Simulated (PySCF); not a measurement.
Structure problem from calculated spectra and properties.

Elements present: C, H, N and Si. Monoisotopic mass: 121.0199 u.

| Item | Value |
| --- | --- |
| Polarisability | 100.9 au [CAM-B3LYP/def2-SVPD] |
| NMR, other nuclei | isotropic shieldings of nuclei other than C and H, by class: 276 (1 N), 380 (1 Si), 403 (1 Si), 466 (1 Si) ppm [GIAO PBE0/pcSseg-1] |
| UV, strongest line | among the 8 lowest singlet transitions: S5 at 7.18 eV (173 nm, f = 0.128) [TDDFT CAM-B3LYP/def2-SVPD] |
| 13C NMR | chemical shifts (computed TMS as zero) by class: -5.8 (1 C) ppm [GIAO PBE0/pcSseg-1] |
| Dipole | 0.43 D [CAM-B3LYP/def2-SVPD] |
| UV, first state | lowest singlet excitation: 5.69 eV (218 nm, f = 0.004) [TDDFT CAM-B3LYP/def2-SVPD] |
| Rotational structure | rotational constants A, B, C: 3.344, 1.368, 1.093 GHz [GFN2-xTB] |
| 1H NMR | chemical shifts (computed TMS as zero) by class: 5.15 (2 H), 5.00 (2 H), 3.44 (3 H), 0.36 (3 H), -0.90 (1 H) ppm [GIAO PBE0/pcSseg-1] |

The electronic properties come from PySCF, for the isolated species, density fitting. Levels stand in brackets. Isolated species at its GFN2-xTB geometry (one conformer only). NMR values are class means; diastereotopic atoms form classes of their own.

Question: Which formula fits the mass and the elements?

Answer: CH11NSi3 (calculated 121.0199). No other formula that holds each of these elements comes within 0.0003 u with a fitting electron parity and a possible valence count.

Question: Propose a structure and show how it fits.

Answer: Numbering: `[CH3:1][SiH2:2][NH:3][SiH2:4][SiH3:5]`. Its formula, CH11NSi3, gives 0 degrees of unsaturation, so no ring and no π bond. The one carbon: Si-methyl carbon [C1] (-5.8 ppm). Hydrogen classes from least to most shielded: 2 H on an SiH2 silicon, Si4 (5.15 ppm), 2 H on an SiH2 silicon, Si2 (5.00 ppm), 3 H on an SiH3 silicon, Si5 (3.44 ppm), 3 H on an Si-methyl carbon, C1 (0.36 ppm), 1 H on a nitrogen bridging silicon atoms, N3 (-0.90 ppm). The other shieldings belong to: 276 ppm, nitrogen bridging silicon atoms [N3]; 380 ppm, SiH2 silicon [Si2]; 403 ppm, SiH2 silicon [Si4]; 466 ppm, SiH3 silicon [Si5]. The optimised geometry has point group C1 and is an asymmetric top. Structure: `C[SiH2]N[SiH2][SiH3]`. Computed isomers that give other values at the same levels: `C[SiH2][SiH2]N[SiH3]` (13C chemical shifts (computed TMS as zero) by class: -11.0 (1 C) ppm); `C[Si@H]([SiH3])N[SiH3]` (13C chemical shifts (computed TMS as zero) by class: -0.3 (1 C) ppm); `[SiH3]CN[SiH2][SiH3]` (13C chemical shifts (computed TMS as zero) by class: 31.6 (1 C) ppm). The assignments are read from this structure; whether some other isomer fits the data as well wasn't checked.

The values belong to the conformer `[CH3:1][SiH2:2][NH:3][SiH2:4][SiH3:5]`: C1–Si2–N3–Si4 -8°, Si2–N3–Si4–Si5 62°.
